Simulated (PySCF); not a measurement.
Delta-SCF ions had no search for a lower state. Excitations are Tamm–Dancoff values on a coarser integration grid. The basis has no diffuse functions, so Rydberg states are missing or too high.

Cartesian coordinates (Å):
SMILES: N[SiH3]
```xyz
7

N      1.0493     0.0938     0.2296
Si    -0.6503    -0.0067    -0.0300
H      1.5933     0.7497    -0.3106
H      1.5764    -0.7529     0.3815
H     -1.2267    -0.8454     1.0506
H     -1.2019     1.3700     0.0302
H     -1.0831    -0.6007    -1.3302
```
Charge 0, multiplicity 1.

Give the S1–T1 gap (TDA), vertical ionisation energy (Delta-SCF), total energy, LUMO, HOMO–LUMO gap, T1 excitation (TDA), HOMO and S1 excitation (TDA) at the level r2SCAN-D4/def2-TZVP run with PySCF 2.14.0.


* **S1–T1 gap (TDA)**: 0.49 eV
* **vertical ionisation energy (Delta-SCF)**: 9.71 eV
* **total energy**: -347.2376 Ha
* **LUMO**: 0.08 eV
* **HOMO–LUMO gap**: 6.40 eV
* **T1 excitation (TDA)**: 5.95 eV
* **HOMO**: -6.32 eV
* **S1 excitation (TDA)**: 6.44 eV
